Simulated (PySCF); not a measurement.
**Adding and removing an electron: TlSi**

PBE; Tl def2-SVP with ECP60, Si def2-SVP; scalar-relativistic core potentials (PySCF 2.14). Neutral (UKS): quartet (σ ↑, π ↑↑), Re = 2.707 Å, ωe = 224 cm⁻¹, De = 2.37 eV, HOMO -4.49 eV, LUMO -3.25 eV.

TlSi⁺ (UKS): triplet (σ ↑, π ↑), Re = 3.223 Å, ωe = 114 cm⁻¹. The energies at the minima are -461.74114 hartree for TlSi and -461.48359 for TlSi⁺.

(1) Work out the adiabatic ionisation energy, without and with harmonic zero-point energies (1 hartree = 27.2114 eV, 1 eV = 8065.5 cm⁻¹), and the change of the bond length.

Spin–orbit coupling is left out, which matters for elements this heavy, above all for dissociation energies. States were picked by a PBE0 search and need not be the measured ground states.

Answers

(1) At PBE: 0.25755 hartree = 7.008 eV between the minima; the zero-point term (114.0 − 224.0)/2 cm⁻¹ = -0.007 eV makes it 7.001 eV. Re changes by +51.6 pm against the neutral. The electron leaves a π orbital, and the ion is left as a loose complex of an ion and an atom.
